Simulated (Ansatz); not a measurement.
Correlation energies of CH4BFSe (`B[Se]CF`) by basis set

```xyz
8

B     1.392    0.797   -0.447
Se   -0.337    1.213    0.201
C    -1.114   -0.579    0.307
F    -1.053   -1.064    1.583
H     2.137    1.711   -0.614
H     1.684   -0.335   -0.680
H    -2.160   -0.510    0.007
H    -0.549   -1.233   -0.357
```

The species carries charge 0 and has multiplicity 1. Correlated methods include outer-core shells of Se, which these sets cover unevenly. Scalar relativity is left out up to krypton. All single points use the PBE0-D4/def2-TZVP geometry. It is one conformer, not always the lowest. Frozen core, restricted reference, the Gaussian-basis code of Ansatz.

```csv
basis,HF (Eh),MP2 corr.,CCSD corr.,(T),CCSD(T) total
def2-SVP,-2563.72521,?,?,-0.01778,?
def2-TZVPP,-2564.22404,?,-0.82462,?,?
def2-QZVPP,-2564.27863,-1.14212,–,–,–
```

Fill in the withheld values. (An estimate is asked.)

Ansatz gave: def2-SVP MP2 corr.: -0.64406; def2-SVP CCSD corr.: -0.67634; def2-SVP CCSD(T) total: -2564.41933; def2-TZVPP MP2 corr.: -0.79721; def2-TZVPP (T): -0.03033; def2-TZVPP CCSD(T) total: -2565.07899.
